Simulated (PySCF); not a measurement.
## Fractional electron number in Mo (molybdenum, neutral)

The 5s alpha orbital of [Kr] 4d5 5s1 is emptied in steps (occupation f), with all orbitals relaxed, ending at [Kr] 4d5. Computed with PySCF 2.14 in aug-cc-pVTZ-PP with ECP28MDF (6s6p5d3f2g, 88 functions), with scalar relativity through the core potential. The exact energy is a straight line in f; departures are measured from the line between the end points of the same method.

```tsv
f	UHF (eV)	LDA (eV)	PBE (eV)
1	0.000	0.000	0.000
0.8	0.036	-0.467	-0.460
0.6	0.052	-0.704	-0.695
0.4	0.051	-0.708	-0.700
0.2	0.033	-0.475	-0.470
0	0.000	0.000	0.000
```

For LDA, how does the orbital energy at f = 1 compare with the removal energy?

−ε = 4.889 eV against a total-energy difference of 7.785 eV. By Janak's theorem ε = ∂E/∂f, so the gap between them reflects the curvature. Along the path −ε is 6.019 (f = 0.8), 7.177 (f = 0.6), 8.356 (f = 0.4), 9.554 (f = 0.2) eV.

```
method  E(f=0) − E(f=1) (eV)  −ε at f=1 (eV)  −ε at f=0.4 (eV)
   UHF                 6.243           6.476             6.193
   LDA                 7.785           4.889             8.356
   PBE                 7.521           4.667             8.081
```

Reference removal energy between the ground levels: 7.092 eV (measured; NIST Atomic Spectra Database, ionization energies). UHF lacks correlation.
